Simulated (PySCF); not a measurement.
An unknown is described by computed data only.

Elements present: C, F, H and O. Monoisotopic mass: 134.0543 u.

| Quantity | Value |
| --- | --- |
| Polarisability | 77.0 au [PBE0/def2-SVPD] |
| 13C NMR | chemical shifts (computed TMS as zero) by class: 202.1 (1 C), 88.8 (1 C), 86.8 (1 C), 39.7 (1 C), 33.3 (1 C), 30.7 (1 C) ppm [GIAO PBE0/pcSseg-1] |
| Rotational structure | rotational constants A, B, C: 2.111, 0.866, 0.667 GHz [GFN2-xTB] |
| UV, first state | lowest singlet excitation: 3.74 eV (331 nm, f = 0.000) [TDDFT PBE0/def2-SVPD] |
| Dipole | 2.39 D [PBE0/def2-SVPD] |
| NMR, other nuclei | isotropic shieldings of nuclei other than C and H, by class: -49 (1 O), 388 (1 F), 424 (1 F) ppm [GIAO PBE0/pcSseg-1] |
| UV, strongest line | among the 6 lowest singlet transitions: S3 at 6.75 eV (184 nm, f = 0.060) [TDDFT PBE0/def2-SVPD] |

Electronic properties: PySCF, gas phase, density fitting. Levels stand in brackets. The structure is a single GFN2-xTB conformer in the gas phase; no vibrational or solvent corrections. NMR classes are plain means over equivalent atoms (diastereotopic ones count apart unless rotation or inversion swaps them), as if these changed places fast.

Task: Which formula fits the mass and the elements?

Result: C6H8F2O (calculated 134.0543). No other formula that holds each of these elements comes within 0.0003 u with a fitting electron parity and a possible valence count.

Task: What is the compound? Reason from the data.

Result: Numbering: `[O:1]=[C:2]=[C:3]([CH2:4][F:5])[CH2:6][CH2:7][CH2:8][F:9]`. Its formula, C6H8F2O, gives 2 degrees of unsaturation: 0 rings and 2 π bonds in the structure found. 6 carbons fall into 6 classes; from least to most shielded: central carbon of a ketene [C2] (202.1 ppm), sp3 C–F carbon [C4] (88.8 ppm), sp3 C–F carbon [C8] (86.8 ppm), chain CH2 carbon [C7] (39.7 ppm), outer carbon of cumulated double bonds [C3] (33.3 ppm), chain CH2 carbon [C6] (30.7 ppm). The other shieldings belong to: -49 ppm, oxygen bonded to C [O1]; 388 ppm, alkyl fluorine [F5]; 424 ppm, alkyl fluorine [F9]. S1 is mainly HOMO→LUMO (weight 0.99); the largest Löwdin shares of the orbital it empties are 0.36 on the outer carbon of cumulated double bonds, 0.21 on the oxygen bonded to C, 0.20 on the central carbon of a ketene and 0.06 on a chain CH2 carbon, of the orbital it fills 0.40 on the central carbon of a ketene, 0.32 on the oxygen bonded to C, 0.09 on the outer carbon of cumulated double bonds and 0.06 on an sp3 C–F carbon. The optimised geometry has point group C1 and is an asymmetric top. Structure: `O=C=C(CF)CCCF`. Computed isomers that give other values at the same levels: `O=C1CCCCC1(F)F` (13C chemical shifts (computed TMS as zero) by class: 206.8 (1 C), 124.2 (1 C), 43.9 (1 C), 43.2 (1 C), 32.5 (1 C), 26.2 (1 C) ppm); `C=CC/C=C/OC(F)F` (13C chemical shifts (computed TMS as zero) by class: 147.8 (1 C), 146.7 (1 C), 122.5 (1 C), 122.3 (1 C), 115.4 (1 C), 39.9 (1 C) ppm); `COC[C@@H](F)C1=C[C@@H]1F` (13C chemical shifts (computed TMS as zero) by class: 142.9 (1 C), 123.3 (1 C), 89.8 (1 C), 78.1 (1 C), 70.4 (1 C), 60.5 (1 C) ppm). The assignments are read from this structure; whether some other isomer fits the data as well wasn't checked.

The values belong to the conformer `[O:1]=[C:2]=[C:3]([CH2:4][F:5])[CH2:6][CH2:7][CH2:8][F:9]`: C2–C3–C4–F5 -92°, C2–C3–C6–C7 101°, C3–C6–C7–C8 177°, C6–C7–C8–F9 63°.
